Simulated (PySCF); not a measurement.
PySCF 2.14 output of an unrestricted LDA calculation on a single atom or ion in aug-cc-pV(T+d)Z (6s5p4d2f, 55 functions), with no relativity, point nucleus:

```
SCF conv_tol = 1e-09
number electrons alpha = 7  beta = 5
    P. A. M. Dirac.,  Math. Proc. Cambridge Philos. Soc. 26, 376 (1930)
    F. Bloch.,  Z. Phys. 57, 545 (1929)
    S. H. Vosko, L. Wilk, and M. Nusair.,  Can. J. Phys. 58, 1200 (1980)
cycle= 1 E= -240.680233167004  delta_E= -0.00675  |g|= 0.0505  |ddm|= 0.396
cycle= 2 E= -240.680560003283  delta_E= -0.000327  |g|= 0.0269  |ddm|= 0.085
cycle= 3 E= -240.680674478365  delta_E= -0.000114  |g|= 0.000621  |ddm|= 0.025
cycle= 4 E= -240.680674760777  delta_E= -2.82e-07  |g|= 7.56e-06  |ddm|= 0.00163
cycle= 5 E= -240.680674760821  delta_E= -4.41e-11  |g|= 3.89e-07  |ddm|= 3.53e-05
converged SCF energy = -240.680674760821  <S^2> = 2.0000518  2S+1 = 3.0000346
```

The run itself started from symmetry-adapted Hartree-Fock orbitals and held the occupation by maximum overlap, on a logarithmic radial grid, so the iterations belong to that start.

Problem. Which element, charge and spin multiplicity is this?

Solution. Al+ (aluminium, charge +1), multiplicity 3; the state was [Ne] 3s1 3d1, high-spin 3D determinant (an excited configuration).

The outer electron is Rydberg-like, and this basis confines it to a smaller radius and binds it less than a complete one would.
